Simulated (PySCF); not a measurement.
**Structure elucidation problem**

Molecular formula: C9H10NP. Simulated spectra:

1H NMR (500 MHz, computed): δ 8.88 (m, 1H), 8.00 (m, 1H), 7.55 (m, 1H), 3.32 (s, 1H), 3.30 (s, 6H).

13C{1H} NMR (computed): δ 194.0, 163.7, 145.8, 129.3, 117.0, 95.3, 90.4, 45.9.

Theory: structure optimised with GFN2-xTB, PBE0/pcSseg-1 with gauge-including orbitals, in PySCF 2.14 (single conformer, rapidly exchanging positions averaged, isolated molecule, non-relativistic Hamiltonian).

Referencing at the same level of theory: TMS for 1H and 13C.

Question: Which of these isomers gave the spectra?
A. C#Cc1cccpc1N(C)C
B. Cc1pc2ccccc2n1C
C. C#Cc1cpcn1C1CCC1
D. C#CCn1cpc(C=C)c1C

Answer: A. 

8 carbon signals for 9 carbons: some carbons are equivalent by symmetry or fast rotation. Carbon types of the structure: 3 × C, 4 × CH, 2 × CH3, which accounts for all hydrogens. δC 194.0: aromatic carbon bearing nitrogen; an ipso carbon deshielded by its heteroatom. δC 117.0: substituted aromatic carbon. δC 95.3: terminal alkyne carbon; sp carbons lie upfield of alkene carbons because the cylindrical π system leaves one tensor component strongly shielded. δC 90.4: alkyne carbon; the triple bond shields along its axis, which puts it between sp3 and sp2 carbons. δH 8.88, 8.00, 7.55: hydrogen on an aromatic CH; aromatic region.

The others: C#CCn1cpc(C=C)c1C would give 9 carbon signals, not 8; Cc1pc2ccccc2n1C would give 9 carbon signals, not 8; C#Cc1cpcn1C1CCC1 would give 8 signals for carbon-bound and other non-exchanging H, not 5.

Splittings by 31P in the carbon and heteronuclear signals aren't shown, as no couplings were computed. Shifts are as computed. Against solution values, carbons near 30 ppm lie about +3 ppm off and those near 130 ppm about +5 ppm. Of 1211 compounds with measured shifts, 218 miss one by over three times the rms of a fit or turn the order of signals round; such compounds aren't used in these exercises. No couplings were computed; multiplicities are counted from neighbouring protons, with m where these are inequivalent, close in shift, in a saturated or five-membered ring or joined by F or P, and br s for small geminal =CH2 splittings.
